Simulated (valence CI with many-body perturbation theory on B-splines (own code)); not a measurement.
# Which ion has this spectrum?

A relativistic CI+MBPT calculation for an atom or ion with 7 electrons gives these levels (× 10³ cm⁻¹):

```csv
J,Parity,E,g
3/2,odd,0.00,1.37
3/2,odd,1991.8,1.44
5/2,odd,2146.2,1.18
1/2,odd,2376.1,0.64
5/2,even,3616.9,1.49
1/2,even,4127.2,2.13
3/2,even,4139.5,1.21
3/2,odd,4376.8,1.28
3/2,even,5768.0,1.54
5/2,even,6014.6,1.28
1/2,even,6281.5,1.44
3/2,even,6374.4,1.07
3/2,odd,8172.8,1.32
1/2,even,8415.8,1.72
```

The energies are calculated, and their last digits are not significant.

Problem. Which is it?
A. Sb44+
B. In42+
C. Cd41+
D. Sn43+

Solution. A. Sb44+, ground level (2s^2 2p1/2^2 2p3/2) J=3/2.
